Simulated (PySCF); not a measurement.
## Correlation energy of In⁺ (indium, charge +1)

Starting occupation: [Kr] 4d10 5s2. Computed with PySCF 2.14 in x2c-SVPall-2c with one added diffuse shell each of s, p type (7s9p4d, 54 functions), with X2C-1e with screened-nucleus spin-orbit coupling, Gaussian nucleus. Frozen: [Ar] 3d10; 20 electrons correlated; the 6 highest virtual spinors left out.

MP2 pair energies summed by pair of shells (mhartree):

| pair | energy | share (%) |
| --- | --- | --- |
| 5s1/2-5s1/2 | -20.67 | 25.2 |
| 4d3/2-4d5/2 | -7.52 | 9.2 |
| 4d5/2-4p3/2 | -7.40 | 9.0 |
| 4d5/2-4d5/2 | -6.24 | 7.6 |
| 4d5/2-5s1/2 | -6.09 | 7.4 |
| 4p1/2-4p3/2 | -5.42 | 6.6 |
| 4d3/2-4p3/2 | -4.98 | 6.1 |
| 4p3/2-4p3/2 | -4.56 | 5.6 |
| 4d3/2-5s1/2 | -4.13 | 5.0 |
| 4d5/2-4p1/2 | -3.75 | 4.6 |
| 4d3/2-4d3/2 | -2.77 | 3.4 |
| 4d3/2-4p1/2 | -2.36 | 2.9 |
| 4d5/2-4s1/2 | -1.13 | 1.4 |
| 4p3/2-5s1/2 | -1.01 | 1.2 |
| 4p1/2-4p1/2 | -1.00 | 1.2 |
| 4d3/2-4s1/2 | -0.73 | 0.9 |
| 4p3/2-4s1/2 | -0.70 | 0.9 |
| 4s1/2-4s1/2 | -0.49 | 0.6 |
| 4p1/2-5s1/2 | -0.43 | 0.5 |
| 4p1/2-4s1/2 | -0.36 | 0.4 |
| 4s1/2-5s1/2 | -0.19 | 0.2 |

Total MP2 correlation energy: -81.91 mhartree.

This basis was not built for core-valence correlation, so the inner-shell part is incomplete.
